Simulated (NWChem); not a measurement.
System: fluoroethane (C$_{2}$H$_{5}$F); SMILES FCC

```xyz
8

C      0.2785    -1.1818     0.0000
C     -0.5529     0.0867     0.0000
F      0.2852     1.1991     0.0000
H     -0.3706    -2.0652     0.0000
H      0.9180    -1.2222    -0.8878
H      0.9180    -1.2222     0.8878
H     -1.1927     0.1445     0.8898
H     -1.1927     0.1445    -0.8898
```
Atoms are numbered in this order, from 1.

Computed with NWChem. Pople sets run with spherical d functions. Structure relaxed at the B3LYP/6-31G* (spherical d) level.

### Question
Taking Hartree-Fock/6-311++G** as the yardstick, which of these has the fewest basis functions while keeping “dipole (D)” within 0.05 D of it: Hartree-Fock/6-31G*; Hartree-Fock/6-31+G*; Hartree-Fock/STO-3G; Hartree-Fock/6-311G**; Hartree-Fock/3-21G?

### Answer
Hartree-Fock/6-31+G* (a larger set in the list lies outside the tolerance).
| level | basis functions | dipole (D) |
|---|---|---|
| Hartree-Fock/STO-3G | 20 | 1.23 |
| Hartree-Fock/3-21G | 37 | 2.22 |
| Hartree-Fock/6-31G* | 52 | 2.06 |
| Hartree-Fock/6-31+G* | 64 | 2.28 |
| Hartree-Fock/6-311G** | 84 | 2.16 |
| Hartree-Fock/6-311++G** | 101 | 2.29 |

The yardstick is one finite set, not the basis-set limit.
